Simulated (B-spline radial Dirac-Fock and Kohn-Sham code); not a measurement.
Electron momentum distribution of Pb³⁰⁺: Compton profiles

System: lead as Pb³⁰⁺, configuration 1s2 2s2 2p6 3s2 3p6 3d10 4s2 4p6 4d10 4f6.

Model: the impulse approximation on configuration-average Dirac-Fock orbitals. Program: an atomic code on a B-spline grid. pz is in atomic units of momentum; subshell profiles are per electron, for a selection of subshells; open shells are spread over both j values by their weights.

```
  pz   J total   J 2p3/2   J 3p1/2   J 4s1/2   J 4f7/2
   0     2.609    0.0174    0.0402     0.131    0.0513
0.56     2.600    0.0174    0.0402     0.128    0.0513
0.79     2.591    0.0174    0.0402     0.124    0.0513
 1.1     2.574    0.0174    0.0402     0.117    0.0513
 1.6     2.535    0.0174    0.0401     0.103    0.0513
 2.2     2.466    0.0174    0.0401    0.0836    0.0513
 3.1     2.319    0.0174    0.0397    0.0546    0.0511
 4.4     2.021    0.0173    0.0387    0.0262    0.0498
 6.2     1.538    0.0173    0.0354    0.0149    0.0432
 8.7     1.001    0.0170    0.0277    0.0136    0.0278
  12    0.6213    0.0162    0.0160   0.00593    0.0117
  17    0.3453    0.0140   0.00486   0.00151   0.00255
  25    0.1530   0.00931   0.00152   0.00109  0.000237
  35   0.06608   0.00457   0.00135  0.000224  1.76e-05
  49   0.02624   0.00147  0.000655  4.65e-05    < 1e-6
  69  0.009877  0.000306  0.000179  3.99e-05    < 1e-6
```

J(0) = 2.609. The 4d5/2 subshell gives the largest part, 15 %.

Mean momentum ⟨p⟩ by subshell (a.u.): 1s1/2 90.6, 2s1/2 32.3, 2p1/2 42.3, 2p3/2 36.1, 3s1/2 16.3, 3p1/2 19.4, 3p3/2 17.6, 3d3/2 21.1, 3d5/2 20.5, 4s1/2 9.00, 4p1/2 10.1, 4p3/2 9.43, 4d3/2 10.6, 4d5/2 10.4, 4f5/2 11.4, 4f7/2 11.3.

Values without a named source are computed, but for edge energies of neutral atoms, which are taken from tables.
